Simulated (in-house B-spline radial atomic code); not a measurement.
Inner levels of samarium as electrons are removed. A shift is the extra binding of the orbital against the neutral atom ([Xe] 4f5/2(6) 6s2). The density at the nucleus is averaged over the nuclear charge. Computed with an all-electron radial atomic-structure program (B-spline basis): Dirac-Hartree-Fock, jj configuration that fills j = l - 1/2 first, finite nuclei.

A number in brackets counts the electrons of a j subshell.

```
  ion      configuration  shift of 1s1/2 (eV)  radius of 1s1/2 (bohr)  Σ<r²> (bohr²)  change of density at nucleus (bohr⁻³)
Sm56+  [He] 2s2 2p1/2(2)              5467.59                0.022657       0.036248                                -8959.7
Sm57+  [He] 2s2 2p1/2(1)              5888.51                0.022637       0.028635                               -8968.72
Sm58+           [He] 2s2              6314.86                0.022616       0.021266                               -9005.58
Sm59+           [He] 2s1              6673.71                0.022614       0.011229                               -39034.1
Sm60+                1s2              7035.66                0.022604      0.0013898                               -69727.5
Sm61+                1s1              8176.02                0.022452     0.00068516                                -282815
```
